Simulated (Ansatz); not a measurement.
`C[SiH](N)Cl` + `N[SiH2]N` → `N[SiH2]N[SiH](N)Cl` + CH₄  (ligand exchange at the Si–C bond)

Isolated molecules relaxed with PBE0-D4/def2-TZVP in Ansatz; ΔE leaves out vibrations. CCSD(T)/CBS is the MP2 limit (def2-TZVPP, def2-QZVPP) plus CCSD(T) − MP2 in def2-TZVPP, frozen cores. This one scheme is used for every species. Functionals use def2-TZVPP. B3LYP here is the variant with VWN-RPA as its local correlation; programs differ in this. Each species was taken in one conformer, which may not be the lowest.

```csv
level,ΔE (kJ/mol),difference from CCSD(T)/CBS
PBE-D4,-76.8,4.3
r2SCAN-D4,-81.1,0.0
PBE0-D4,-78.7,2.4
B3LYP-D4,-85.4,-4.3
ωB97X-V,-79.4,1.7
ωB97M-V,-80.7,0.4
B2PLYP,-78.8,2.3
PBE,-69.1,12.0
r2SCAN,-78.6,2.5
PBE0,-71.6,9.5
B3LYP,-73.3,7.8
HF/def2-TZVPP,-78.1,3.0
MP2/def2-TZVPP,-84.8,-3.7
SCS-MP2/def2-TZVPP,-83.3,-2.2
CCSD/def2-TZVPP,-81.2,-0.1
CCSD(T)/def2-TZVPP,-82.9,-1.8
HF/def2-QZVPP,-77.8,3.3
MP2/def2-QZVPP,-83.6,-2.5
SCS-MP2/def2-QZVPP,-82.0,-0.9
HF/CBS(def2),-77.8,3.3
MP2/CBS(def2),-83.0,-1.9
CCSD/CBS(def2),-79.4,1.7
CCSD(T)/CBS,-81.1,0
```

Largest T1 diagnostic among the species: 0.010.

In def2-TZVPP, CCSD(T) changes the Hartree–Fock value by −4.8 kJ/mol (the triples alone add −1.7 kJ/mol) and MP2 by −6.7 kJ/mol. The D4 term adds −12.1 kJ/mol with B3LYP and −7.1 kJ/mol with PBE0; it sums over pairs of atoms, weighted by their polarisabilities, and B3LYP, whose exchange is more repulsive, gets the larger term.
